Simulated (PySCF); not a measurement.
Problem. What does the PBE0-D3(BJ)/def2-SVP structure of `C(c1pc(C)pcc1)=C` look like in three dimensions?

Solution. 
```xyz
17
C7H8P2 angstrom
C     -3.117    1.336    0.574
C     -1.799    1.486    0.380
C     -0.779    0.432    0.285
C     -1.119   -0.921    0.422
C     -0.258   -2.003    0.333
P      1.455   -2.024    0.044
C      1.878   -0.342   -0.097
C      3.345   -0.041   -0.313
P      0.836    1.046   -0.015
H     -3.594    0.359    0.685
H     -3.773    2.209    0.626
H     -1.412    2.507    0.275
H     -2.173   -1.152    0.612
H     -0.706   -2.997    0.454
H      3.493    0.937   -0.797
H      3.882   -0.014    0.650
H      3.830   -0.809   -0.934
```

Any rigid rotation of these coordinates is as good. Atoms count from 1 in this order. The 6-membered ring C3–C4–C5–P6–C7–P9 has internal angles of 104.0° to 129.2° (sum 720°, against 720° for a flat polygon); it is planar, 0.01 Å rms from its mean plane, widest ring torsion 2°. P6 (phosphorus bonded to 2 C) is bent (angle 104.0°). The 9 heavy atoms lie in one plane (0.014 Å rms). The C–C distances run from 1.341 Å (C1=C2, drawn double) to 1.512 Å (C7–C8, drawn single), a spread of 0.171 Å.

Bonds between heavy atoms (Å): C1=C2 1.341, C2–C3 1.469, C3–C4 1.402, C4–C5 1.386, C5–P6 1.737, P6–C7 1.741, C7–C8 1.512, C7–P9 1.738, C3–P9 1.754.

Method used: PySCF, PBE0-D3(BJ)/def2-SVP geometry optimisation, gas phase.

Whether it is a minimum is left open (no frequencies). The numbers are those of one conformer (C1–C2–C3–C4 -1°).
